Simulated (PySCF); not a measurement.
A GIAO shielding run with PySCF 2.14.0 with density-fitted response routines (density fitting, non-relativistic, gas phase) on `InChI=1S/C5H4F2/c1-2-3-5(7)4-6/h4H,1H3/b5-4+`:

```
$ OMP_NUM_THREADS=1 python probes_run.py task.json out

{"job": {"kind": "nmr", "xc": "HF", "basis": "pcSseg-1", "pop": false}, "charge": 0, "multiplicity": 1}
C      2.464071     0.013353    -0.006238
C      1.023375     0.123611    -0.121255
C     -0.183640     0.216848    -0.219864
C     -1.590106     0.331842    -0.341168
F     -2.044731     1.221925    -1.231890
C     -2.495296    -0.370237     0.355052
F     -2.129165    -1.268956     1.253709
H      2.961522     0.635133    -0.766516
H      2.794159    -1.027450    -0.150423
H      2.810863     0.346739     0.984469
H     -3.573073    -0.246942     0.226723
```

Hardware: 1 thread of an AMD EPYC 7R43 64-Core, shared host.

(1) How large is the calculation?

(2) How long does it take, and how much memory does it need?

(3) And these other runs on the same molecule and hardware: GIAO shielding at B3LYP/pcSseg-1; GIAO shielding at B97-D/pcSseg-1; GIAO shielding at BHandHLYP/pcSseg-1; GIAO shielding at LC-wPBE/pcSseg-1; GIAO shielding at PBE0/6-31G; GIAO shielding at PBE0/STO-3G?

## Answers

(1) 52 electrons, 139 basis functions and 717 auxiliary functions.

(2) 4.8 s of wall time, with 12 SCF cycles and 8 response iterations; peak memory 0.69 GiB. Times on a shared host scatter by some tens of per cent.

(3) B3LYP/pcSseg-1: 139 functions, 10 s; B97-D/pcSseg-1: 139 functions, 17 s; BHandHLYP/pcSseg-1: 139 functions, 8.7 s; LC-wPBE/pcSseg-1: 139 functions, 20 s; PBE0/6-31G: 71 functions, 5.1 s; PBE0/STO-3G: 39 functions, 2.6 s.
